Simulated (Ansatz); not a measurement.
One change: `[SeH][SiH]1C[SiH2]1` becomes `[AlH2][SiH]1C[SiH2]1`.

Ansatz, PBE0-D4/def2-TZVP geometries, multiplicity 1. Each molecule was computed in one conformer, which needn't be the lowest.

Scalar relativity is left out up to krypton.

```json
{"property": "size of the dipole moment (PBE/def2-TZVPP) / D", "`[SeH][SiH]1C[SiH2]1`": "1.16"}
{"property": "HOMO energy (PBE0/def2-TZVPP) / eV", "`[SeH][SiH]1C[SiH2]1`": "-6.84"}
{"property": "size of the dipole moment (B3LYP/def2-TZVPP) / D", "`[SeH][SiH]1C[SiH2]1`": "1.11"}
{"property": "size of the dipole moment (ωB97M-V/def2-TZVPP) / D", "`[SeH][SiH]1C[SiH2]1`": "1.10"}
{"property": "HOMO energy (B3LYP/def2-TZVPP) / eV", "`[SeH][SiH]1C[SiH2]1`": "-6.64"}
{"property": "HOMO–LUMO gap (B3LYP/def2-TZVPP) / eV", "`[SeH][SiH]1C[SiH2]1`": "5.98"}
```

(1) Give the same properties after the change, and the shifts. (Estimate.)

Answers

(1) Computed: 
```
                                          property  `[AlH2][SiH]1C[SiH2]1`  shift
    size of the dipole moment (PBE/def2-TZVPP) / D                    1.94   0.78
                HOMO energy (PBE0/def2-TZVPP) / eV                   -6.75   0.09
  size of the dipole moment (B3LYP/def2-TZVPP) / D                    1.84   0.73
size of the dipole moment (ωB97M-V/def2-TZVPP) / D                    1.75   0.65
               HOMO energy (B3LYP/def2-TZVPP) / eV                   -6.55   0.09
             HOMO–LUMO gap (B3LYP/def2-TZVPP) / eV                    4.41  -1.57
```

With PBE0 the HOMO rises by 0.09 eV and the LUMO falls by 1.52 eV, so the gap narrows by about 1.61 eV. PBE moves the HOMO by -0.05 eV and ωB97M-V by 0.24 eV. Dipoles are sizes alone; their direction can turn.

B3LYP here is the variant with VWN-RPA as its local correlation; programs differ in this.

Spin–orbit coupling is left out; it splits and shifts lone-pair levels of the heavy atoms by tenths of an eV.
